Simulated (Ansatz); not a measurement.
Computed with Ansatz on PBE0-D4/def2-TZVP structures; ΔE is electronic, products minus reactants. CBS: MP2 limit from def2 TZ/QZ plus the TZ coupled-cluster correction, frozen cores. This one scheme is used for every species. Functionals use def2-TZVPP. Elements past krypton have def2 core potentials. For I, Sn outer-core shells are correlated without core-valence functions, which leaves a few kJ/mol of doubt a bond.

Reaction (ligand exchange at the Sn–I bond): `[SnH3][I]` + `C=N` → `C=[N][SnH3]` + HI

```json
{"level": "LDA (SPW92)", "ΔE (kcal/mol)": "27.4"}
{"level": "PBE-D4", "ΔE (kcal/mol)": "28.3"}
{"level": "ωB97M-V", "ΔE (kcal/mol)": "29.3"}
{"level": "BLYP", "ΔE (kcal/mol)": "27.6"}
{"level": "PBE0", "ΔE (kcal/mol)": "30.5"}
{"level": "LC-ωPBE", "ΔE (kcal/mol)": "29.4"}
{"level": "CCSD(T)/def2-TZVPP", "ΔE (kcal/mol)": "27.1"}
{"level": "HF/CBS(def2)", "ΔE (kcal/mol)": "33.1"}
```

Task: What does CCSD(T)/CBS give? (An estimate is asked.)

Result: Computed: +30.0 kcal/mol. The listed levels differ from it by -2.6, -1.7, -0.7, -2.4, 0.5, -0.6, -2.9, 3.1 kcal/mol.

Task: What do rigid-rotor, harmonic-oscillator terms from PBE0-D4/def2-TZVP frequencies (298.15 K, 1 bar) make of the CCSD(T)/CBS value? (Best estimate.)

Result: Computed: ΔZPE = -3.5 kcal/mol, ΔH = +26.7 kcal/mol, ΔS = -7 J/(mol·K), ΔG = +27.2 kcal/mol.

Largest T1 diagnostic among the species: 0.014.

In def2-TZVPP, CCSD(T) changes the Hartree–Fock value by −5.9 kcal/mol (the triples alone add −0.8 kcal/mol) and MP2 by −4.8 kcal/mol. From r2SCAN to r2SCAN0 (25 % exact exchange), in def2-TZVPP and without D4, ΔE moves by +1.7 kcal/mol. Leaving LDA and LC-ωPBE aside and taking each functional with its dispersion term where it has one, the values, not all of them listed here, spread over 4.5 kcal/mol, from BLYP-D4 to BHLYP-D4. LDA lies −1.2 kcal/mol from PBE without D4.
